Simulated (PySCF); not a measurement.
**Radial density of As²⁺ (arsenic, charge +2)**

UHF, [Ar] 3d10 4s2 4p1, 2P determinant. Computed with PySCF 2.14 in def2-SVP, with no relativity, point nucleus.

```tsv
r (bohr)	4πr²ρ (e/bohr)	4πr²(ρα − ρβ)
0.000851	0.2086	0.0000
0.00143	0.5763	0.0000
0.00241	1.539	0.0000
0.00405	3.887	0.0000
0.00681	9.194	0.0000
0.0115	19.14	0.0002
0.0193	32.64	0.0010
0.0324	40.22	0.0046
0.0545	34.45	0.0166
0.0917	36.71	0.0349
0.154	47.12	0.0166
0.259	27.82	-0.0068
0.436	29.69	0.0752
0.734	20.39	-0.0030
1.23	4.273	0.2931
2.08	1.719	0.5524
3.49	0.1991	0.1042
5.88	0.003378	0.0030
```

Task: Where is the radial spin density 4πr²(ρα − ρβ) most negative, and why is it negative at all?

Result: Around r = 0.259 bohr, down to -0.0068 e/bohr: exchange with the open shell polarises the paired shells in an unrestricted calculation.
